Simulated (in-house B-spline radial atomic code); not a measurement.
Configurations of the argon ion Ar⁵⁺, with energies counted from [Ne] 3s2 3p1. Method: non-relativistic M06-2X, spin-polarised, spherical fractional occupations, exact exchange averaged over the configuration, point nucleus. Calculated with an all-electron radial atomic-structure program (B-spline basis). Shells without spins written out take the highest spin.

Occupations are held fixed; configurations that lie above the ionisation limit could autoionise.

| configuration | E - E(ref) (eV) | highest orbital | its <r> (bohr) |
| --- | --- | --- | --- |
| [Ne] 3s1 3p1 3d1 | 36.371 | 3d up | 1.344 |
| [Ne] 3s2 4s1 | 41.959 | 4s up | 2.533 |
| [Ne] 3s1 3p1 4s1 | 55.726 | 4s up | 2.541 |
| [Ne] 3s1 3p1 4f1 | 72.546 | 4f up | 2.81 |
| [He] 2s2 2p5 3s2 3p1 4d1 | 306.26 | 4d up | 2.892 |

Question: Order these further configurations by energy, lowest first.
A. [Ne] 3s2 4f1
B. [He] 2s2 2p5 3s2 3p1 4s1
C. [He] 2s2 2p5 3s2 3p1 4f1
D. [Ne] 3s1 3p1 4d1
E. [Ne] 3s2 4d1

Answer: E (54.861 eV), A (58.633 eV), D (68.677 eV), B (293.14 eV), C (311.1 eV).
